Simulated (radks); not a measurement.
Results of a calculation; reference values are marked as such.
Ionisation of neutral lutetium, [Xe] 4f14 5d1 6s2, to Lu+, [Xe] 4f14 6s2, under several functionals. Scalar-relativistic Kohn-Sham, spin-polarised, spherical densities, point nucleus; open shells are filled with parallel spins first (spin-orbit coupling, left out, can overturn this in heavy ions); a radial shooting solver on a logarithmic mesh with Libxc functionals.

| functional | E(Lu) (hartree) | Exc (hartree) | IE (eV) | -e(HOMO) (eV) | <r> HOMO (bohr) | IE error (eV) |
|---|---|---|---|---|---|---|
| exchange-only PBE | -14559.1744 | -295.9023 | 4.610 | 1.349 | 3.058 | -0.816 |
| LDA (Slater exchange, Perdew-Wang correlation) | -14554.5265 | -291.3299 | 5.595 | 2.095 | 2.840 | +0.169 |
| AM05 | -14554.8655 | -291.6725 | 5.386 | 1.943 | 2.856 | -0.040 |
| PBE | -14563.3489 | -300.1463 | 5.377 | 1.949 | 2.891 | -0.049 |

NIST Atomic Spectra Database: 5.426 eV (measured). Closest: AM05. The Delta-SCF values span 0.99 eV, the total energies 8.82 hartree. The highest occupied level is 5d. Open shells are spherical and high-spin; term and fine-structure splittings are not resolved. Spin-orbit splitting is averaged out at the scalar-relativistic level.
